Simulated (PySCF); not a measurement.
Compound: C₅H₇F₃O.
Z-matrix (Å and degrees, GFN2-xTB geometry), rows numbered from 1:
```
C 
C   1  1.3188
C   2  1.4982  1  124.13
C   3  1.5255  2  111.48  1  -120.37
O   4  1.4442  3  107.85  2   -67.85
C   5  1.3120  4  115.26  3   177.06
F   6  1.3489  5  114.01  4   -59.81
F   6  1.3497  5  113.88  4    60.21
F   6  1.3267  5  109.99  4  -179.84
H   1  1.0762  2  122.01  3   179.90
H   1  1.0781  2  121.71  3    -0.61
H   2  1.0807  1  121.07  3  -179.38
H   3  1.0908  2  110.46  1     0.20
H   3  1.0919  2  109.43  1   120.16
H   4  1.0953  3  110.77  2    51.37
H   4  1.0954  3  110.91  2   173.23
```

Method used: PBE0/pcSseg-1 in PySCF (dipole) on a GFN2-xTB geometry, gas phase.

Masses are those of the commonest isotopes; rigid-rotor values at the optimised geometry. The values belong to one conformer with, in the numbering `[CH2:1]=[CH:2][CH2:3][CH2:4][O:5][C:6]([F:7])([F:8])[F:9]`, C1–C2–C3–C4 -120°, C2–C3–C4–O5 -68°, C3–C4–O5–C6 177°.

Problem. What are A, B and C (GHz)?

Solution. Ia = 138.23, Ib = 664.89, Ic = 693.90 u·Å²; 505379 MHz·u·Å²/I gives 3656, 760.1 and 728.3 MHz, that is A = 3.6560, B = 0.7601, C = 0.7283 GHz.

Problem. What kind of rotor is it?

Solution. A near-prolate asymmetric top. Ray's parameter κ = (2B − A − C)/(A − C) = -0.978; −1 is the prolate and +1 the oblate limit.

Problem. Is it planar, by Δ = Ic − Ia − Ib?

Solution. Not planar: Δ = Ic − Ia − Ib = -109.23 u·Å². For a rigid frame Δ = −2 Σ m c², so Σ m c² = 54.61 u·Å² lies off the ab plane: 5.18 from hydrogen and 49.43 from heavier atoms. The atom farthest from that plane is 1.38 Å away.

Problem. Give the other two planar moments, Paa and Pbb, and the rms extents of the mass along the axes.

Solution. Paa = Σ m a² = (Ib + Ic − Ia)/2 = 610.28 and Pbb = Σ m b² = (Ia + Ic − Ib)/2 = 83.62 u·Å². With the mass M = 140.04 u, the rms extents √(P/M) along a, b and c are 2.09, 0.77, 0.62 Å.

Problem. Give the coordinates in the principal-axis frame, origin at the centre of mass.

Solution. The sense of each axis is arbitrary; atoms in the order of the calculation.
| atom | mass (u) | a (Å) | b (Å) | c (Å) |
| --- | --- | --- | --- | --- |
| C1 | 12.000 | -3.865 | 0.650 | 0.289 |
| C2 | 12.000 | -2.707 | 0.418 | -0.297 |
| C3 | 12.000 | -2.038 | -0.922 | -0.337 |
| C4 | 12.000 | -0.663 | -0.879 | 0.322 |
| O5 | 15.995 | 0.199 | -0.067 | -0.505 |
| C6 | 12.000 | 1.411 | 0.118 | -0.039 |
| F7 | 18.998 | 1.449 | 0.724 | 1.166 |
| F8 | 18.998 | 2.111 | -1.024 | 0.131 |
| F9 | 18.998 | 2.108 | 0.877 | -0.875 |
| H10 | 1.008 | -4.314 | 1.628 | 0.298 |
| H11 | 1.008 | -4.419 | -0.133 | 0.781 |
| H12 | 1.008 | -2.161 | 1.212 | -0.787 |
| H13 | 1.008 | -2.645 | -1.666 | 0.181 |
| H14 | 1.008 | -1.907 | -1.232 | -1.375 |
| H15 | 1.008 | -0.724 | -0.433 | 1.320 |
| H16 | 1.008 | -0.233 | -1.884 | 0.395 |

Problem. List the rotational levels J(Ka,Kc) to J = 2 (cm⁻¹).

Solution. Above 0(0,0):
J = 1: 1(0,1) 0.0496, 1(1,1) 0.1462, 1(1,0) 0.1473
J = 2: 2(0,2) 0.1489, 2(1,2) 0.2445, 2(1,1) 0.2477, 2(2,1) 0.5375, 2(2,0) 0.5375
The levels of one J sum to (2J + 1)J(J + 1)(A + B + C)/3.

Problem. Which lines would a microwave search look for?

Solution. The dipole components are |μa| = 2.40 D, |μb| = 1.33 D, |μc| = 0.54 D. The squared components, which scale the intensities, stand as 1.00 : 0.31 : 0.05 (a : b : c). Some lines, for components of 0.1 D or more:

```csv
type,branch,"J(Ka,Kc)",MHz,lower level (cm⁻¹)
a,R,"1(0,1) ← 0(0,0)",1488,0.000
b,Q,"2(1,1) ← 2(0,2)",2960,0.149
a,R,"2(0,2) ← 1(0,1)",2977,0.050
a,R,"3(2,2) ← 2(2,1)",4465,0.537
a,R,"3(2,1) ← 2(2,0)",4466,0.537
b,Q,"2(2,0) ← 2(1,1)",8688,0.248
b,Q,"3(2,2) ← 3(1,3)",8831,0.392
b,R,"2(2,1) ← 1(1,0)",11696,0.147
c,R,"2(2,1) ← 1(1,1)",11728,0.146
b,R,"3(2,2) ← 2(1,1)",13153,0.248
c,R,"3(2,1) ← 2(1,1)",13154,0.248
```

Problem. Estimate the classical rotational partition function at 50 K, 100 K and 500 K.

Solution. Point group C1, symmetry number σ = 1; q = (√π/σ)·√((kT/h)³/(ABC)), k/h = 20836.6 MHz/K: 41900 at 50 K, 118000 at 100 K, 1320000 at 500 K.

No frequency check. No vibrational averaging or centrifugal distortion is included, and the geometry carries the error of its method.

On one thread, Arm Neoverse N1 (shared host), this took 43 s. This is the PBE0/pcSseg-1 job that gave the dipole, with the shieldings it also computed.
